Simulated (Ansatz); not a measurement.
Ansatz (a quantum-chemistry and plane-wave program) input (PBE/6-31G*):

Ansatz 0.2 input:
```yaml
crystal:
  periodic: [false, false, false]
  atoms:
    - {symbol: B, position_ang: [0.06491544, -0.21498043, 0.25707852]}
    - {symbol: F, position_ang: [1.22275782, -0.93661742, 0.43030786]}
    - {symbol: F, position_ang: [-0.78669751, -0.50748319, 1.29658072]}
    - {symbol: S, position_ang: [-0.26557000, 0.87948797, -1.05171187]}
basis:
  gaussian:
    orbitals: 6-31G*
hamiltonian:
  xc: {name: PBE}
total_charge: -1
output: {forces: true}
```

Output:

```
Functional definition: PBE
integrals: 0.01 GiB planned
603 factors; their error is unknown
mean field: 0.12 GiB planned
mean field evaluation 1: about -16936.4642 eV, gradient 3.2e1 eV
mean field evaluation 2: about -16922.7131 eV, gradient 7.8e1 eV
mean field evaluation 4: about -16939.1093 eV, gradient 5.5e0 eV
mean field evaluation 8: about -16939.1816 eV, gradient 2.5e-2 eV
mean field evaluation 16: about -16939.1409 eV, gradient 1.5e-5 eV
mean field -16939.14086770 eV, -622.5019451258 hartree, gradient 8.0e-6 eV, S^2 0.000000; 0 other end points of the search recorded, 0 dependent functions left out
the calculation of the forces begins
reference -16939.14088881 eV, -622.5019459017 hartree; 20, 20 occupied and 44, 44 virtual orbitals, 603 factors
Total energy: -16939.14088881 eV, -622.5019459017 hartree
Atom 0 at     0.064915    -0.214980     0.257079 Å, force     0.047375    -0.156892     0.187614 eV/Å
Atom 1 at     1.222758    -0.936617     0.430308 Å, force     0.311147    -0.152361    -0.012362 eV/Å
Atom 2 at    -0.786698    -0.507483     1.296581 Å, force    -0.255686    -0.031309     0.231999 eV/Å
Atom 3 at    -0.265570     0.879488    -1.051712 Å, force    -0.102836     0.340561    -0.407251 eV/Å
Dipole moment:     0.130983    -0.433777     0.518721 e Å
```

The dipole moment of an ion depends on the origin.

The geometry given is a B3LYP-D3(BJ)/def2-TZVP minimum.
